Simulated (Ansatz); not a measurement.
`C[CH2][Mg][CH3]` + `CC(C)CCCl` → `[CH3][Mg][Cl]` + `CCCCC(C)C`  (formal exchange of groups at a Mg–C bond)

Isolated molecules relaxed with PBE0-D4/def2-TZVP in Ansatz; ΔE leaves out vibrations. CCSD(T)/CBS adds triple-zeta CCSD(T) − MP2 to the extrapolated MP2 energy (def2 sets, frozen cores). Functionals use def2-TZVPP. For Mg outer-core shells are correlated without core-valence functions, which leaves a few kJ/mol of doubt a bond. Each species was taken in one conformer, which may not be the lowest.

`C[CH2][Mg][CH3]`:

```xyz
12

C     0.090   -2.182   -0.407
C    -0.469   -0.889   -1.006
Mg   -0.091    0.878    0.071
C     0.289    2.627    1.149
H    -0.310   -2.378    0.593
H    -0.142   -3.066   -1.014
H     1.179   -2.151   -0.306
H    -0.080   -0.760   -2.025
H    -1.556   -0.986   -1.135
H     1.327    2.676    1.495
H    -0.347    2.706    2.037
H     0.111    3.525    0.548
```

`CC(C)CCCl`:

Z-matrix (Å, degrees):
```
C
C 1 1.522
H 1 1.095 2 110.9
H 1 1.093 2 111.1 3 119.7
H 1 1.093 2 111.4 3 -120.0
C 2 1.521 1 110.9 3 -61.2
C 2 1.525 1 109.8 3 63.5
H 2 1.096 1 108.2 3 -179.5
H 6 1.093 2 110.7 1 -54.1
H 6 1.092 2 112.1 1 -173.7
H 6 1.095 2 111.0 1 65.3
C 7 1.511 2 116.0 1 178.7
H 7 1.099 2 109.0 1 -60.9
H 7 1.095 2 109.3 1 55.2
Cl 12 1.790 7 112.3 2 -60.9
H 12 1.089 7 111.1 2 -179.5
H 12 1.089 7 112.2 2 58.7
```

`[CH3][Mg][Cl]`:

Cartesian coordinates in Å:
```
C -0.130 -0.751 0.387
Mg 0.184 1.065 -0.549
Cl 0.517 2.991 -1.543
H -0.952 -1.303 -0.076
H -0.379 -0.617 1.444
H 0.760 -1.385 0.338
```

`CCCCC(C)C`:

```xyz
23

C     2.111    1.898   -1.988
C     1.343    0.615   -1.724
C     0.474    0.686   -0.480
C    -0.292   -0.599   -0.214
C    -1.257   -0.548    0.967
C    -0.541   -0.306    2.288
C    -2.080   -1.827    1.035
H     1.431    2.743   -2.123
H     2.772    2.140   -1.150
H     2.728    1.822   -2.886
H     2.046   -0.221   -1.624
H     0.714    0.377   -2.590
H    -0.236    1.517   -0.582
H     1.107    0.933    0.380
H    -0.858   -0.864   -1.116
H     0.419   -1.421   -0.054
H    -1.947    0.290    0.796
H    -1.249   -0.293    3.121
H     0.185   -1.103    2.484
H    -0.004    0.645    2.298
H    -1.433   -2.694    1.203
H    -2.804   -1.792    1.853
H    -2.629   -1.998    0.106
```

```
          species  ωB97M-V energy (Eh)
`C[CH2][Mg][CH3]`           -319.13952
      `CC(C)CCCl`           -657.31215
  `[CH3][Mg][Cl]`           -700.22888
      `CCCCC(C)C`           -276.32163
```

Problem. Work out ΔE.

Solution. ΔE = (-700.22888) + (-276.32163) − (-319.13952) − (-657.31215) = -0.09884 Eh = -62.0 kcal/mol. CCSD(T)/CBS gives -61.8 kcal/mol.

Largest T1 diagnostic among the species: 0.009.

From r2SCAN to r2SCAN0 (25 % exact exchange), in def2-TZVPP and without D4, ΔE moves by −1.5 kcal/mol. Leaving LDA and LC-ωPBE aside and taking each functional with its dispersion term where it has one, the values, not all of them listed here, spread over 6.1 kcal/mol, from BHLYP-D4 to PBE-D4. In def2-TZVPP, CCSD(T) changes the Hartree–Fock value by +6.7 kcal/mol (the triples alone add +1.2 kcal/mol) and MP2 by +5.9 kcal/mol.
